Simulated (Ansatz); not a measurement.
**Worked example: Nb(CH3)(OH)2O + C4H7AlO3 → Nb(OH)3O + C5H9AlO2**

Gas-phase species: Nb(CH3)(OH)2O, singlet; C4H7AlO3 `[CH3][Al-]1([OH])[O]C=CC=[O+]1`, singlet; Nb(OH)3O, singlet; C5H9AlO2 `[CH3][Al-]1([CH3])[O]C=CC=[O+]1`, singlet. The partners trade CH3 for OH: Nb–CH3 and Al–OH bonds give way to Nb–OH and Al–CH3.

Shapes, held fixed at every level: PBE0-D4/def2-TZVP. Flexible molecules stand in one conformer, not always the lowest. Programs: Ansatz 0.2.0. Electronic energies: no zero-point or thermal term.

At CCSD(T)/def2-TZVPP; 1 Eh = 2625.50 kJ/mol:

| species | energy (Eh) |
| --- | --- |
| Nb(CH3)(OH)2O | -323.445240 |
| C4H7AlO3 | -623.897112 |
| Nb(OH)3O | -359.398614 |
| C5H9AlO2 | -587.943022 |

**Question.** Work out ΔE of the reaction at this level.

**Answer.** 
1. Products less reactants: (-359.398614) + (-587.943022) − [(-323.445240) + (-623.897112)] = 0.000716 Eh = +1.9 kJ/mol.

Other levels give -8.2 (MP2/def2-SVP) to 0.0 kJ/mol (BHLYP-D4/def2-TZVPP). No measured value is set beside it here. For atoms past krypton def2 sets carry core potentials with scalar relativity. Outer-core shells of Nb are correlated, in sets that cover them unevenly. The levels disagree on the sign, so it isn't settled. The median of the other correlated levels is -6.3 kJ/mol. That is about zero within the method's error.
